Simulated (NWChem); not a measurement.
Program: NWChem. System: H₃AlOS₂, charge 0, spin multiplicity 1, displaced from the optimised geometry. The structure started from a generated list of species.

The NWChem input:

```
start mol
memory heap 200 mb stack 800 mb global 1000 mb
geometry units angstroms nocenter noautoz
  Al    -0.163500    -0.338307     0.000000
  O     -1.100438    -1.815034     0.000000
  H     -0.723743    -2.729116     0.000000
  S     -1.327919     1.572295     0.000000
  H     -2.529046     0.870066     0.000000
  S      2.080150    -0.339325     0.000000
  H      2.146091     1.049800     0.000000
  symmetry group Cs
end
basis spherical
  * library def2-svp
end
dft
  xc pbe0
  semidirect memsize 60000000 filesize 0
  iterations 100
  convergence nodiis damp 40
end
task dft gradient
```

The output up to the point where the run's verdict is printed (cleaned and shortened):

```
             Northwest Computational Chemistry Package (NWChem) 7.3.0
             --------------------------------------------------------

                                NWChem Input Module
                                -------------------

 Scaling coordinates for geometry "geometry" by  1.889725989
 (inverse scale =  0.529177249)

 Turning off AUTOSYM since
 SYMMETRY directive was detected!

                             Geometry "geometry" -> ""
                             -------------------------

 Output coordinates in angstroms (scale by  1.889725989 to convert to a.u.)

  No.       Tag          Charge          X              Y              Z
 ---- ---------------- ---------- -------------- -------------- --------------
    1 Al                  13.0000    -0.16350000    -0.33830700     0.00000000
    2 O                    8.0000    -1.10043800    -1.81503400     0.00000000
    3 H                    1.0000    -0.72374300    -2.72911600     0.00000000
    4 S                   16.0000    -1.32791900     1.57229500     0.00000000
    5 H                    1.0000    -2.52904600     0.87006600     0.00000000
    6 S                   16.0000     2.08015000    -0.33932500     0.00000000
    7 H                    1.0000     2.14609100     1.04980000     0.00000000

 Effective nuclear repulsion energy (a.u.)     239.2177397789

            Nuclear Dipole moment (a.u.)
            ----------------------------
        X                 Y               Z
 ---------------- ---------------- ----------------
    -0.0000113384     0.0000132281     0.0000000000

      Symmetry information
      --------------------

 Group name             Cs
 Group number              2
 Group order               2
 No. of unique centers     7

      Symmetry unique atoms

     1    2    3    4    5    6    7


 Summary of "ao basis" -> "" (spherical)
 ------------------------------------------------------------------------------
       Tag                 Description            Shells   Functions and Types
 ---------------- ------------------------------  ------  ---------------------
[...]
 d= 0,ls=0.0         52   -946.2594400748 -2.20D+01  5.75D-01              13.5
 d= 0,ls=0.0         53   -924.2887583229  2.20D+01  5.75D-01              13.7
 d= 0,ls=0.0         54   -946.2594400748 -2.20D+01  5.75D-01              14.0
 d= 0,ls=0.0         55   -924.2887583229  2.20D+01  5.75D-01              14.2
 d= 0,ls=0.0         56   -946.2594400748 -2.20D+01  5.75D-01              14.4
 d= 0,ls=0.0         57   -924.2887583229  2.20D+01  5.75D-01              14.7
 d= 0,ls=0.0         58   -946.2594400748 -2.20D+01  5.75D-01              14.9
 d= 0,ls=0.0         59   -924.2887583229  2.20D+01  5.75D-01              15.2
 d= 0,ls=0.0         60   -946.2594400748 -2.20D+01  5.75D-01              15.5
 d= 0,ls=0.0         61   -924.2887583229  2.20D+01  5.75D-01              15.9
 d= 0,ls=0.0         62   -946.2594400748 -2.20D+01  5.75D-01              16.1
 d= 0,ls=0.0         63   -924.2887583229  2.20D+01  5.75D-01              16.4
 d= 0,ls=0.0         64   -946.2594400748 -2.20D+01  5.75D-01              16.6
 d= 0,ls=0.0         65   -924.2887583229  2.20D+01  5.75D-01              16.8
 d= 0,ls=0.0         66   -946.2594400748 -2.20D+01  5.75D-01              17.1
 d= 0,ls=0.0         67   -924.2887583229  2.20D+01  5.75D-01              17.3
 d= 0,ls=0.0         68   -946.2594400748 -2.20D+01  5.75D-01              17.6
 d= 0,ls=0.0         69   -924.2887583229  2.20D+01  5.75D-01              17.8
 d= 0,ls=0.0         70   -946.2594400748 -2.20D+01  5.75D-01              18.1
 d= 0,ls=0.0         71   -924.2887583229  2.20D+01  5.75D-01              18.4
 d= 0,ls=0.0         72   -946.2594400748 -2.20D+01  5.75D-01              18.7
 d= 0,ls=0.0         73   -924.2887583229  2.20D+01  5.75D-01              18.9
 d= 0,ls=0.0         74   -946.2594400748 -2.20D+01  5.75D-01              19.2
 d= 0,ls=0.0         75   -924.2887583229  2.20D+01  5.75D-01              19.5
 d= 0,ls=0.0         76   -946.2594400748 -2.20D+01  5.75D-01              19.8
 d= 0,ls=0.0         77   -924.2887583229  2.20D+01  5.75D-01              20.1
 d= 0,ls=0.0         78   -946.2594400748 -2.20D+01  5.75D-01              20.4
 d= 0,ls=0.0         79   -924.2887583229  2.20D+01  5.75D-01              20.7
 d= 0,ls=0.0         80   -946.2594400748 -2.20D+01  5.75D-01              21.0
 d= 0,ls=0.0         81   -924.2887583229  2.20D+01  5.75D-01              21.3
 d= 0,ls=0.0         82   -946.2594400748 -2.20D+01  5.75D-01              21.5
 d= 0,ls=0.0         83   -924.2887583229  2.20D+01  5.75D-01              21.8
 d= 0,ls=0.0         84   -946.2594400748 -2.20D+01  5.75D-01              22.1
 d= 0,ls=0.0         85   -924.2887583229  2.20D+01  5.75D-01              22.4
 d= 0,ls=0.0         86   -946.2594400748 -2.20D+01  5.75D-01              22.7
 d= 0,ls=0.0         87   -924.2887583229  2.20D+01  5.75D-01              23.0
 d= 0,ls=0.0         88   -946.2594400748 -2.20D+01  5.75D-01              23.3
 d= 0,ls=0.0         89   -924.2887583229  2.20D+01  5.75D-01              23.6
 d= 0,ls=0.0         90   -946.2594400748 -2.20D+01  5.75D-01              23.9
 d= 0,ls=0.0         91   -924.2887583229  2.20D+01  5.75D-01              24.1
 d= 0,ls=0.0         92   -946.2594400748 -2.20D+01  5.75D-01              24.4
 d= 0,ls=0.0         93   -924.2887583229  2.20D+01  5.75D-01              24.7
 d= 0,ls=0.0         94   -946.2594400748 -2.20D+01  5.75D-01              25.0
 d= 0,ls=0.0         95   -924.2887583229  2.20D+01  5.75D-01              25.3
 d= 0,ls=0.0         96   -946.2594400748 -2.20D+01  5.75D-01              25.6
 d= 0,ls=0.0         97   -924.2887583229  2.20D+01  5.75D-01              25.9
 d= 0,ls=0.0         98   -946.2594400748 -2.20D+01  5.75D-01              26.2
 d= 0,ls=0.0         99   -924.2887583229  2.20D+01  5.75D-01              26.5
 d= 0,ls=0.0        100   -946.2594400748 -2.20D+01  5.75D-01              26.8
```

Convergence was not reached. The next line reads: Calculation failed to converge. NWChem stopped with the message: dft gradient failed.
